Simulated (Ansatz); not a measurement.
Born–Oppenheimer molecular dynamics of CH$_{7}$BClNSi (12 atoms, charge 0, multiplicity 1). It goes on from the last frame of an earlier run, with new velocities.

All numbers below come from UKS B3LYP/STO-3G (Ansatz).

* ensemble: NVE (velocity Verlet)
* time step: 1 fs
* steps asked: 250
* starting velocities drawn for: 200 K
* seed: 775569

First frame:

```xyz
12
Properties=species:S:1:pos:R:3
C -1.511 -0.393 -0.274
B 0.084 -0.343 -0.259
N 0.670 -1.424 -0.917
Si 1.026 0.936 0.960
Cl 1.607 2.671 -0.105
H -1.908 -1.100 0.509
H -2.055 0.574 0.128
H -1.781 -1.018 -1.231
H 1.665 -1.520 -1.221
H 0.090 -2.042 -1.469
H 0.338 1.564 2.087
H 2.199 0.517 1.797
```

Q: What does the run give?

A: All steps were run.

```json
{"steps done": "250", "time covered": "250 fs", "mean temperature over the second half": "547 K", "spread of the potential energy over the second half": "14.0 meV per atom", "mean potential energy of the second half above the start": "-38.7 meV per atom"}
```

The conserved energy stayed within 3.2 meV per atom of its start (net change -0.55 meV per atom), so there is no drift, though single steps change it by up to 30 meV in the whole system, a sign of fast motions only just resolved. The system heated up, since it started high on the potential surface and ran downhill. A run of 0.25 ps of so small a system gives no equilibrium averages. Limits of this set-up: minimal basis.

Q: What happens to the structure?

A: The same pairs are bonded in the first frame and the last. Pairs count as bonded within 1.25 times the sum of covalent radii (0.12 Å more for H–H). This is one draw of velocities; another would differ in detail.

Q: How do temperature and energy run in time?

A: 
| time (fs) | T (K) | potential energy less start (eV) | conserved less start (meV/atom) |
| --- | --- | --- | --- |
| 0.0 | 200 | 0.000 | 0.00 |
| 8.0 | 471 | -0.356 | -0.52 |
| 16.0 | 588 | -0.525 | -1.97 |
| 24.0 | 730 | -0.699 | -1.21 |
| 32.0 | 647 | -0.600 | -1.81 |
| 40.0 | 429 | -0.303 | -0.59 |
| 48.0 | 299 | -0.133 | -0.43 |
| 56.0 | 502 | -0.399 | -0.67 |
| 64.0 | 648 | -0.602 | -1.88 |
| 72.0 | 637 | -0.585 | -1.70 |
| 80.0 | 561 | -0.475 | -0.70 |
| 88.0 | 444 | -0.328 | -1.07 |
| 96.0 | 515 | -0.423 | -1.34 |
| 104.0 | 435 | -0.312 | -0.64 |
| 112.0 | 781 | -0.782 | -2.60 |
| 120.0 | 439 | -0.312 | -0.33 |
| 128.0 | 413 | -0.279 | -0.24 |
| 136.0 | 467 | -0.368 | -1.94 |
| 144.0 | 541 | -0.448 | -0.60 |
| 152.0 | 525 | -0.439 | -1.64 |
| 160.0 | 753 | -0.739 | -2.04 |
| 168.0 | 323 | -0.153 | 0.46 |
| 176.0 | 511 | -0.418 | -1.36 |
| 184.0 | 605 | -0.549 | -2.09 |
| 192.0 | 475 | -0.355 | 0.06 |
| 200.0 | 663 | -0.633 | -2.93 |
| 208.0 | 476 | -0.367 | -0.88 |
| 216.0 | 485 | -0.381 | -1.04 |
| 224.0 | 560 | -0.485 | -1.68 |
| 232.0 | 698 | -0.663 | -1.58 |
| 240.0 | 589 | -0.515 | -0.98 |
| 248.0 | 729 | -0.715 | -2.60 |

The run took 13 min on 1 thread of Arm Neoverse V2, on a shared host, peak memory 0.15 GiB.
